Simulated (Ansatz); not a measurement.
K⁺ beside GeH4: one fragment in the basis of the whole pair (the partner's atoms are ghosts).

Input (in.yaml):

```yaml
crystal:
  periodic: [false, false, false]
  atoms:
    - {symbol: Ge, position_ang: [-0.060080, 0.029983, 0.780431]}
    - {symbol: H, position_ang: [0.821893, -1.096545, 1.317402]}
    - {symbol: H, position_ang: [-1.537617, -0.187928, 1.104114]}
    - {symbol: H, position_ang: [0.062743, -0.014873, -0.775964]}
    - {symbol: H, position_ang: [0.432190, 1.409927, 1.214326]}
basis:
  gaussian:
    orbitals: STO-3G
    ghost_atoms:
      - {symbol: K, position_ang: [0.280772, -0.140565, -3.640309]}
hamiltonian: {xc: pbe, dispersion: d4}
```

Launched with

```bash
ansatz run in.yaml --threads 2 --pin off --events-out ev --progress --plain --max-ram 5222MiB
```

The run's output (Ansatz 0.2.0):

```
Functional definition: PBE
  name "PBE"
  cite "Perdew, Burke & Ernzerhof, Phys. Rev. Lett. 77, 3865 (1996) doi:10.1103/PhysRevLett.77.3865"
  parent pbe
  parameter kappa = 0.804
  parameter beta = 0.06672455060314922
  exchange = pbe_x(kappa = kappa, mu = beta*pi^2/3)
  correlation = pbe_c(beta = beta)
341 factors; integrals over basis functions are off by at most 9.2e-4 eV
mean field evaluation 1: about -55737.7738 eV, gradient 2.9e2 eV
mean field evaluation 2: about -55877.6042 eV, gradient 7.6e1 eV
mean field evaluation 4: about -55919.4565 eV, gradient 1.8e1 eV
mean field evaluation 8: about -55920.8502 eV, gradient 6.0e-1 eV
mean field -55920.83126159 eV, -2055.0526443626 hartree, gradient 1.3e-5 eV, S^2 0.000000; 0 other end points of the search recorded, 0 dependent functions left out
reference -55920.83128885 eV, -2055.0526453645 hartree; 18, 18 occupied and 17, 17 virtual orbitals, 341 factors
Total energy: -55920.87428058 eV, -2055.0542252814 hartree
```

The lines “mean field evaluation” count trial sets of orbitals through the whole run, from several starts and some on an approximate energy, so they need not fall steadily or lie above the final value.

The run took about 0.45 s on 2 CPU threads of an Arm Neoverse V1 (shared host).
